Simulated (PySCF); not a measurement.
**How the method changes the constants of GeB**

State: ⁴Σ⁻ (quartet), unpaired electrons σ ↑, π ↑↑. Set-up: PySCF, no relativity, basis sets Ge def2-TZVPPD, B def2-TZVPPD. De refers to Ge + B in their high-spin ground configurations, without counterpoise correction. The functionals are run spin-unrestricted. A positive dipole means Ge(−)B(+).

| Level | Re (Å) | ωe (cm⁻¹) | De (eV) | μ (D) | CPU s a point (SCF and correlation, without the integrals) |
| --- | --- | --- | --- | --- | --- |
| UHF | 1.944 | 715 | 2.03 | -0.24 | 1.1 |
| UHF-MP2 | 1.977 | 663 | 3.05 | n/a | 2 |
| UHF-SCS-MP2 | 1.981 | 647 | 2.66 | n/a | n/a |
| UHF-CCSD | 1.981 | 646 | 2.76 | n/a | n/a |
| UHF-CCSD(T) | 1.993 | 636 | 2.96 | n/a | 84 |
| PBE | 2.001 | 623 | 3.51 | -0.96 | 1.5 |
| revPBE | 2.011 | 613 | 3.31 | -0.96 | 0.97 |
| TPSS | 1.994 | 632 | 3.31 | -0.83 | 2.2 |
| r²SCAN | 1.977 | 659 | 3.50 | -0.60 | 2.2 |
| PBE0 | 1.977 | 657 | 3.29 | -0.80 | 2.8 |
| B97-3 | 1.986 | 645 | 3.11 | -0.89 | 1.7 |
| M06 | 1.981 | 647 | 3.15 | -1.13 | 3 |
| HSE06 | 1.977 | 656 | 3.30 | -0.81 | 2.6 |
| MN15 | 1.971 | 641 | 3.23 | -0.61 | 3 |

Q: Which functional lies closest to UHF-CCSD(T) in De, which farthest, and by how much do they differ from it?

A: Closest is B97-3 (-0.7 pm in Re, +1.4 % in ωe, +0.15 eV in De against UHF-CCSD(T) in the same basis), farthest PBE (+0.8 pm in Re, -2.0 % in ωe, +0.55 eV in De). CCSD(T) converges more slowly with the basis than the functionals do and binds too weakly in this one, so the order can change at the basis-set limit.

Q: What does a quarter of exact exchange do here, going from PBE to PBE0?

A: PBE0 less PBE: -2.4 pm in Re, +5.5 % in ωe, -0.22 eV in De. Exact exchange removes part of the self-interaction that spreads semilocal densities, and in most molecules shortens and stiffens the bond and lowers De; so it does here.

Q: What does the step from GGA to meta-GGA do here, going from PBE to r²SCAN?

A: r²SCAN less PBE: -2.4 pm in Re, +5.8 % in ωe, -0.01 eV in De. 

Correlated steps freeze 10 core orbitals. Spin–orbit coupling is left out. The state is the lowest determinant that a PBE0 search found; another state may lie lower at other levels.

The whole job (state search and all levels along the bond) took about 9.1 min on 2 threads of Arm Neoverse V2 (shared host), peak memory 3.1 GiB.
